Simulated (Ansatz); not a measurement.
Start from `[SiH3][O][In]([Cl])[Cl]` and change one element to get `[SiH3][O][Al]([Cl])[Cl]`.

Ansatz, PBE0-D4/def2-TZVP geometries, multiplicity 1. Each molecule was computed in one conformer, which needn't be the lowest.

Elements past krypton have def2 core potentials.

```csv
property,`[SiH3][O][In]([Cl])[Cl]`
HOMO energy (PBE/def2-TZVPP) / eV,-7.40
HOMO–LUMO gap (PBE0/def2-TZVPP) / eV,6.07
LUMO energy (B3LYP/def2-TZVPP) / eV,-3.05
LUMO energy (ωB97M-V/def2-TZVPP) / eV,-0.79
HOMO–LUMO gap (PBE/def2-TZVPP) / eV,3.76
HOMO energy (PBE0/def2-TZVPP) / eV,-8.81
```

Task: What does the change do to each property? (Estimate.)

Result: The calculation gave: 
```json
{"property": "HOMO energy (PBE/def2-TZVPP) / eV", "`[SiH3][O][Al]([Cl])[Cl]`": "-7.55", "shift": "-0.15"}
{"property": "HOMO–LUMO gap (PBE0/def2-TZVPP) / eV", "`[SiH3][O][Al]([Cl])[Cl]`": "7.89", "shift": "1.82"}
{"property": "LUMO energy (B3LYP/def2-TZVPP) / eV", "`[SiH3][O][Al]([Cl])[Cl]`": "-1.37", "shift": "1.68"}
{"property": "LUMO energy (ωB97M-V/def2-TZVPP) / eV", "`[SiH3][O][Al]([Cl])[Cl]`": "0.57", "shift": "1.36"}
{"property": "HOMO–LUMO gap (PBE/def2-TZVPP) / eV", "`[SiH3][O][Al]([Cl])[Cl]`": "5.58", "shift": "1.82"}
{"property": "HOMO energy (PBE0/def2-TZVPP) / eV", "`[SiH3][O][Al]([Cl])[Cl]`": "-8.99", "shift": "-0.18"}
```

With PBE0 the HOMO falls by 0.18 eV and the LUMO rises by 1.63 eV, so the gap widens by about 1.81 eV. PBE moves the HOMO by -0.15 eV and ωB97M-V by -0.16 eV.

B3LYP here is the variant with VWN-RPA as its local correlation; programs differ in this.
